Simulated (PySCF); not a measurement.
Start geometry of `[SiH3][GeH2][N]([SiH3])[SiH3]` from GFN2-xTB (Å):
```
atom  x, y, z in Å
Si1    2.5153   -0.1666   -0.4671
Ge2    0.6252    1.2118   -0.3803
N3    -0.8996    0.2675    0.1038
Si4   -1.6530   -0.7108   -1.1124
Si5   -1.1383   -0.0729    1.7863
H6     2.5169   -0.9800   -1.6870
H7     2.5620   -1.0652    0.6895
H8     3.7362    0.6433   -0.4619
H9     0.2204    1.8864   -1.6822
H10    0.6600    2.3581    0.6186
H11   -0.9680   -2.0077   -1.2382
H12   -3.0463   -0.9030   -0.7196
H13   -1.5418    0.0144   -2.3804
H14   -2.5627   -0.3277    1.9832
H15   -0.6863    1.1032    2.5331
H16   -0.3476   -1.2420    2.2057
```

Task: What comes out of this run: PBE0-D3(BJ)/def2-SVP geometry optimisation, gas phase (PySCF)?

Result: 
```
atom  x, y, z in Å
Si1    2.6318   -0.0848   -0.7782
Ge2    0.6650    1.1373   -0.1988
N3    -0.7067   -0.0744    0.1683
Si4   -1.2981   -1.1036   -1.1134
Si5   -1.2436   -0.2498    1.8219
H6     2.3459   -0.9321   -1.9761
H7     3.0134   -0.9693    0.3639
H8     3.7644    0.8396   -1.0909
H9     0.2017    2.0791   -1.3293
H10    0.8573    1.9501    1.0994
H11   -0.7278   -2.4879   -1.0608
H12   -2.7870   -1.2193   -1.0578
H13   -0.8923   -0.4891   -2.4159
H14   -2.3383   -1.2680    1.8444
H15   -1.7559    1.0453    2.3676
H16   -0.1422   -0.7126    2.7249
```

The energy falls by 5.3 kcal/mol over 28 energy and gradient evaluations, the largest force component goes from 0.0131 to 1.6e-04 Eh/bohr, and the atoms move by 0.532 Å rms after alignment. The bond that changes most is Si1–Ge2 (ends: SiH3 silicon; germanium bonded to N, Si and 2 H), which lengthens by 0.046 Å. Bonds longer at the end by more than 0.005 Å: 15 of 15; shorter: 0. Among the angles that change most is H9–Ge2–H10, from 103.5° to 109.4°. Among the dihedrals that turn most is Si4–N3–Si5–H15, from -165° to -126°. Rotational constants go from 1976, 999.2, 898.4 to 1973, 994.8, 833.1 MHz. The orientation of the end geometry is arbitrary; only internal coordinates are fixed.

The run used 155 basis functions and 169 SCF cycles in all. Time: 7.3 min. Hardware: one thread, x86-64 server, shared host.

Whether it is a minimum is left open (no frequencies). One conformer, not necessarily the lowest.
